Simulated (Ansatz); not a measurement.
Two structures of SiHF4, doublet, reached by relaxing down either side of one saddle point (PBE0-D4/def2-TZVP). Energies are electronic, without zero-point energy. Program: Ansatz 0.2.0. Basis: def2-TZVPP and def2-QZVPP. Cores are frozen in the correlated methods; orbitals are unrestricted. Extrapolation: Hartree–Fock as exp(−7.88 √X), correlation as X^−2.97. First:

```
atom    x (Å)    y (Å)    z (Å)
  F1   0.3754  -1.0807   0.9331
 Si2   0.5851   0.1018  -0.0653
  F3  -0.0389  -0.2664  -1.4488
  F4  -0.1062   1.3858   0.4940
  F5   2.1141   0.3693  -0.2397
  H6  -2.9294  -0.5098   0.3266
```

Second:

```
6
angstrom
F -1.6021 -1.1992 0.7172
Si 0.9088 0.0229 -0.1434
F 0.3883 -0.3545 -1.5868
F -0.1065 1.0938 0.4583
F 2.2942 0.7702 -0.3177
H -1.8828 -0.3331 0.8722
```

Which bonds change from the first to the second?

SiF₄ ([F][Si]([F])([F])[F]) + H → SiF₃ ([F][Si]([F])[F]) + HF; bonds formed: F1–H6; bonds broken: F1–Si2.

Give the saddle point's structure and its height above each. (An estimate is asked for; the value comes from the calculation.)

Computed: 238.9 kJ/mol above the first and 140.3 kJ/mol above the second (CCSD(T) at an estimated basis limit (MP2 extrapolated from triple and quadruple zeta, plus CCSD(T) − MP2 in triple zeta)).
```
6
angstrom
F -0.8412 -0.8184 0.6621
Si 0.5173 0.1345 -0.0964
F 0.1269 -0.0609 -1.6112
F 0.0635 1.5807 0.3371
F 2.0996 0.1002 -0.0161
H -1.9660 -0.9361 0.7244
```

No T1 diagnostic of these runs exceeds 0.015. ⟨S²⟩ of the unrestricted Hartree–Fock references: 0.75 to 0.78 (a pure state has 0.75).

Radical steps of this kind take place in plasma deposition and etching.

Labels in which every atom is bracketed show which atoms are joined, not bond orders.

For scale, one of the runs: CCSD(T)/def2-TZVPP, 180 basis functions, launched by `ansatz run in.yaml --threads 8 --pin off --events-out ev --progress --plain --max-ram 19148MiB`. The run took 110 s on 8 CPU threads of an Arm Neoverse V1 (shared host), with 5.2 GiB of host memory at its peak.
